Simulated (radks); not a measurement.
Species: Tb XXII. Configuration: [Kr] 4d8. Method: scalar-relativistic Kohn-Sham, BLYP, spin-polarised, spherical densities, finite nucleus; open shells are filled with parallel spins first (spin-orbit coupling, left out, can overturn this in heavy ions); Fermi nuclear charge, rms radius 5.06 fm; computed with a radial shooting solver on a logarithmic mesh with Libxc functionals.

Unscreened Slater integrals over Kohn-Sham orbitals (eV). They are taken over the spin-up orbitals.

integral    value
F0(4d,4d)  44.120
F2(4d,4d)  22.633
F4(4d,4d)  15.343
F0(4d,4p)  44.756
F2(4d,4p)  23.132
G1(4d,4p)  29.136
G3(4d,4p)  18.507
F0(4d,4s)  45.582
G2(4d,4s)  22.924
F0(4p,4p)  45.503
F2(4p,4p)  23.907
F0(4p,4s)  46.360
G1(4p,4s)  31.544
F0(4s,4s)  47.294

Derived for the open shells (J is the average intra-shell exchange parameter used in DFT+U). 4d: Racah B = F2/49 - 5 F4/441 = 0.2880 eV, C = 35 F4/441 = 1.218 eV, C/B = 4.23, F4/F2 = 0.678, J = (F2 + F4)/14 = 2.713 eV.
